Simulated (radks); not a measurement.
Question: Zn I, configuration [Ar] 3d10 4s2 (the NIST ground configuration). Calculated with a radial shooting solver on a logarithmic mesh with Libxc functionals: scalar-relativistic Kohn-Sham, PBEsol, spin-polarised, spherical densities, finite nucleus; Fermi nuclear charge, rms radius 3.9283 fm; hard spherical wall at 8 bohr. Some entries of the table are withheld. Estimate them.

orbital  occ.  eigenvalue (eV)  <r> (bohr)
1s          2        -9517.045     0.05034
2s          2        -1157.176      0.2264
2p          6        -1003.373      0.1984
3s          2        -128.8260         (1)
3p          6              (2)      0.7137
3d         10         -10.0745         (3)
4s          2          -5.9144       2.613
4p          0          -0.6983       3.500
5s          0           3.5019       4.799
4d          0              (4)         (5)

Answer: 
(1) 3s <r> (bohr): 0.6815
(2) 3p eigenvalue (eV): -83.1603
(3) 3d <r> (bohr): 0.9121
(4) 4d eigenvalue (eV): 4.3398
(5) 4d <r> (bohr): 4.737
